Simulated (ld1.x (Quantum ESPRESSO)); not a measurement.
**How hard is this Pb TM potential?**

Pb (Z = 82), norm-conserving Troullier–Martins (Kleinman–Bylander form), made with ld1.x (Quantum ESPRESSO) 7.5 (PBE, scalar-relativistic). Core [Xe] 4f14, reference 5d10 6s2 6p1.5 (charge +0.5). Waves: 6p (bound): rc 2.00 bohr; 5d (bound): rc 1.75 bohr; 6s (bound): rc 1.85 bohr. Local part: the s channel. Core correction: none.

The pseudo-atom Hamiltonian at the reference potential is diagonalised in spherical Bessel functions j_l(qr) that vanish at 20 bohr, with q² up to the cutoff. All-electron valence levels (Ry): 6p -0.4799, 5d -1.8238, 6s -1.1373.

**Question.** How do the lowest levels (Ry) of each channel move with the cutoff, and are there ghosts?

**Answer.**

| cutoff (Ry) | p #1 | d #1 | d #2 | s #1 | s #2 | f #1 | f #2 | Σ f·Δε (mRy) |
| --- | --- | --- | --- | --- | --- | --- | --- | --- |
| 8 | -0.4608 | -0.2833 | -0.0279 | -1.1134 | -0.1712 | 0.0262 | 0.1286 | 15481.9 |
| 12 | -0.4618 | -0.5175 | -0.0418 | -1.1245 | -0.1731 | 0.0262 | 0.1286 | 13115.9 |
| 18 | -0.4712 | -1.0430 | -0.0558 | -1.1291 | -0.1735 | 0.0262 | 0.1286 | 7837.3 |
| 21 | -0.4752 | -1.2719 | -0.0594 | -1.1326 | -0.1739 | 0.0262 | 0.1286 | 5535.3 |
| 30 | -0.4792 | -1.6640 | -0.0638 | -1.1364 | -0.1744 | 0.0262 | 0.1286 | 1600.8 |
| 40 | -0.4794 | -1.8058 | -0.0648 | -1.1367 | -0.1744 | 0.0262 | 0.1286 | 181.9 |
| 50 | -0.4798 | -1.8225 | -0.0650 | -1.1371 | -0.1745 | 0.0262 | 0.1286 | 14.0 |
| 60 | -0.4798 | -1.8236 | -0.0650 | -1.1372 | -0.1745 | 0.0262 | 0.1286 | 2.4 |
| 70 | -0.4798 | -1.8236 | -0.0650 | -1.1372 | -0.1745 | 0.0262 | 0.1286 | 2.1 |
| 90 | -0.4799 | -1.8237 | -0.0650 | -1.1372 | -0.1745 | 0.0262 | 0.1286 | 0.7 |
| 110 | -0.4799 | -1.8238 | -0.0650 | -1.1372 | -0.1745 | 0.0262 | 0.1286 | 0.1 |
| 400 | -0.4799 | -1.8238 | -0.0650 | -1.1373 | -0.1745 | 0.0262 | 0.1286 | 0.0 |

Result: no extra level below or beside the all-electron valence levels (p, d, s, f tested); 10 mRy is reached at 55 Ry and 1 mRy at 90 Ry.
